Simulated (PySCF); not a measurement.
**Basis-set dependence of excited states**

Compound: CH₂ClF₃Si.
Atom-mapped SMILES: `[F:1][C:2]([F:3])([F:4])[SiH2:5][Cl:6]` (hydrogens: H7, H8 on Si5)

TDDFT with PBE0 (PySCF), vertical singlets, core orbitals frozen in the response, spherical d and f functions. Geometry: PBE0-D3(BJ)/def2-SVP; no solvent, vibrations or thermal averaging.

```csv
basis,functions,diffuse,S1 (eV),S2 (eV),S3 (eV),S4 (eV),S5 (eV),LUMO (eV),α (au)
6-31G*,96,no,7.34,7.56,8.67,8.70,8.82,-0.29,41.7
def2-SVP,102,no,7.54,7.69,8.62,8.75,8.91,-0.11,41.9
6-31+G*,120,yes,7.28,7.37,8.31,8.31,8.57,-0.73,48.7
def2-SVPD,156,yes,7.37,7.46,8.37,8.45,8.70,-0.62,55.0
aug-cc-pVDZ,164,yes,7.27,7.38,8.20,8.26,8.45,-0.68,55.2
def2-TZVP,210,no,7.40,7.54,8.37,8.51,8.72,-0.42,50.0
def2-TZVPD,264,yes,7.28,7.41,8.22,8.25,8.56,-0.65,55.8
```

Q: How much do these states and the polarisability depend on the basis?

A: States are compared by their number. Against the largest diffuse basis here (def2-TZVPD, itself not a converged limit), sets without diffuse functions differ by up to 0.26 eV in S1 and 0.36 eV in S5; the smaller diffuse sets differ by up to 0.09 and 0.15 eV. State by state, the largest deviation of a set without diffuse functions is S1 0.26, S2 0.28, S3 0.45, S4 0.50, S5 0.36 eV. The same number needn't mean the same state in each row. Against def2-TZVPD the polarisability deviates by -25% in 6-31G*, -25% in def2-SVP, -13% in 6-31+G*, -1% in def2-SVPD, -1% in aug-cc-pVDZ, -10% in def2-TZVP. A single + in a Pople set puts diffuse functions on heavy atoms only.
